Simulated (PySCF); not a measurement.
trifluoro(methoxy)methane (C₂H₃F₃O), SMILES COC(F)(F)F.

Geometry optimised at PBE0-D3(BJ)/def2-SVP.

Two levels are set side by side: PBE/def2-TZVP (PySCF) and M06-2X/def2-TZVP (PySCF). Same geometry, gas phase. Differences are taken from unrounded values.

| quantity | M06-2X | PBE | PBE minus M06-2X |
|---|---|---|---|
| orbital gap (eV) | 13.20 | 8.33 | -4.88 |
| highest occupied level (eV) | -11.13 | -7.66 | 3.47 |
| lowest empty level (eV) | 2.07 | 0.66 | -1.41 |
| dipole moment (D) | 2.43 | 2.24 | -0.19 |
| mean polarisability (bohr³) | 30.7 | 32.5 | 1.8 |

PBE's occupied levels lie high since its potential decays too fast outside the molecule; exact exchange lowers them and widens the gap. PBE's more diffuse valence density responds more strongly to a field. Differences between two approximate levels are no errors against the true value.

Rough cost on one machine, each run with all the roots and properties that it gave: M06-2X against PBE about 4 times.
